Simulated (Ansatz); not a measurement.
An input meant for cyclo-(Me2SnS)3 (C6H18S3Sn3) (charge 0, singlet).

```yaml
crystal:
  periodic: [false, false, false]
  atoms:
    - {symbol: Sn, position_ang: [-1.842685, 0.746179, 1.148608]}
    - {symbol: C, position_ang: [-1.174268, 2.776591, 0.787871]}
    - {symbol: C, position_ang: [-3.873946, 0.562630, 1.878849]}
    - {symbol: S, position_ang: [-0.427278, -0.323409, 2.845183]}
    - {symbol: Sn, position_ang: [1.451576, -1.025484, 1.430751]}
    - {symbol: C, position_ang: [0.979724, -2.894686, 0.438794]}
    - {symbol: C, position_ang: [3.183817, -1.080670, 2.730268]}
    - {symbol: S, position_ang: [1.948922, 0.728401, -0.225178]}
    - {symbol: Sn, position_ang: [0.289233, 0.219057, -1.960542]}
    - {symbol: C, position_ang: [-0.019187, 2.090989, -3.010063]}
    - {symbol: C, position_ang: [0.965771, -1.418425, -3.213817]}
    - {symbol: S, position_ang: [-1.797458, -0.567506, -0.934648]}
    - {symbol: H, position_ang: [-1.755344, 3.215439, -0.045912]}
    - {symbol: H, position_ang: [-0.096897, 2.740139, 0.539042]}
    - {symbol: H, position_ang: [-1.328383, 3.371144, 1.708839]}
    - {symbol: H, position_ang: [-4.568147, 1.044388, 1.164180]}
    - {symbol: H, position_ang: [-3.953043, 1.052345, 2.868362]}
    - {symbol: H, position_ang: [-4.122779, -0.510381, 1.976064]}
    - {symbol: H, position_ang: [1.755627, -3.118100, -0.318354]}
    - {symbol: H, position_ang: [-0.011249, -2.781758, -0.040005]}
    - {symbol: H, position_ang: [0.945206, -3.703048, 1.194310]}
    - {symbol: H, position_ang: [3.001550, -1.795768, 3.555270]}
    - {symbol: H, position_ang: [4.070735, -1.395946, 2.148279]}
    - {symbol: H, position_ang: [3.349785, -0.069749, 3.146426]}
    - {symbol: H, position_ang: [-0.818727, 1.959557, -3.763986]}
    - {symbol: H, position_ang: [-0.317831, 2.865221, -2.279464]}
    - {symbol: H, position_ang: [0.921718, 2.393980, -3.508380]}
    - {symbol: H, position_ang: [2.067190, -1.364417, -3.306317]}
    - {symbol: H, position_ang: [0.500152, -1.342411, -4.215228]}
    - {symbol: H, position_ang: [0.676214, -2.374294, -2.739241]}
basis:
  gaussian: {orbitals: STO-3G}
hamiltonian: {xc: {name: HF}}
correlation: {method: mp2, frozen_orbitals: {Sn: 0}}
scf: {omitted_lower_state_checks: [starts]}
output: {forces: true}
```

```sh
$ ansatz run in.yaml --threads 2 --pin off --events-out ev --progress --plain --max-ram 32768MiB --backend cuda --devices 0, --max-vram 18GiB
```

Output, abridged:

```
Functional definition: HF
Error: "frozen_orbitals" has no count for C
```

**Question.** Something in this input is off. What?

**Answer.** Frozen orbitals are typed for one element alone, and the program wants a count for each (the count typed has to fit that element's core, too). The program refused the input.
